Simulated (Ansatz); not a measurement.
Ansatz (an electronic-structure program) input:

Ansatz 0.2 input:
```yaml
crystal:
  periodic: [false, false, false]
  atoms:
    - {symbol: F, position_ang: [-1.06983530, -0.20220814, 0.03222829]}
    - {symbol: C, position_ang: [-0.02402531, 0.42395307, -0.00257683]}
    - {symbol: F, position_ang: [1.08585217, -0.08042724, -0.03051041]}
basis:
  gaussian:
    orbitals: def2-TZVP
hamiltonian:
  xc: b3lyp
  dispersion: d3bj
total_charge: 1
magnetization: {spin_polarized: true, initial_magnetization: 1}
phonons: {temperatures: {t_min: 298.15, t_max: 298.15, t_step: 100}}
```

**Question.** What final total energy does it print?

**Answer.** -237.39334 Eh (B3LYP-D3(BJ)/def2-TZVP). The basis has 93 functions.
